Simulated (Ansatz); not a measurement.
HHfI3O (`[OH][Hf]([I])([I])[I]`) at its PBE0-D4/def2-TZVP geometry, where that method's forces vanish. Total charge 0; spin multiplicity 1. Hf, I takes the def2 core potential.

```xyz
6

O    -1.1714   -0.0084    0.9791
Hf    0.2656    0.0019   -0.2222
I     0.5730   -2.4817   -1.2382
I    -0.2664    1.7556   -2.2063
I     2.5018    0.7463    1.0972
H    -1.9027   -0.0137    1.5904
```

Problem. What forces (eV/Å) does r2SCAN-D4/def2-TZVPP give on these atoms in Ansatz 0.2.0? (An estimate is asked.)

Solution. Ansatz gave: 
```
O1  -0.107 -0.001  0.089
Hf2  0.085  0.001 -0.069
I3   0.004 -0.103 -0.035
I4  -0.031  0.073 -0.076
I5   0.083  0.031  0.062
H6  -0.034  0.000  0.028
```
